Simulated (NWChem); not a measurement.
C2H6N, doublet; SMILES N[CH]C

```xyz
9

C      0.1914     1.2521    -0.0154
C     -0.5233    -0.0529     0.1236
N      0.2184    -1.2264    -0.1077
H     -0.4574     2.0817     0.2856
H      1.0890     1.2903     0.6208
H      0.5293     1.4547    -1.0485
H     -1.5613    -0.1174    -0.1968
H      1.1336    -1.2205     0.3358
H     -0.2748    -2.0775     0.1436
```
Atoms are numbered in this order, from 1.

Program: NWChem. Pople sets run with spherical d functions. Spin-unrestricted. Coordinates come from a B3LYP/6-31G* (spherical d), spin-unrestricted optimisation. No stability test was run on the SCF state. B3LYP is NWChem's, with the RPA form of VWN correlation. Vzz is the largest principal value of the second derivative of the potential at the nucleus (NWChem prints the opposite sign); η is the asymmetry. Non-relativistic.

| level | Vzz N3 (a.u.) | η N3 | relative time |
|---|---|---|---|
| B3LYP/def2-SVP | -0.892 | 0.03 | 3 |
| B3LYP/6-31G* | -0.857 | 0.02 | 2 |
| UHF/def2-TZVP | -0.988 | 0.02 | 8 |
| UHF/6-31G* | -0.983 | 0.02 | 1 |

Relative times are rough (shared machine, one core).
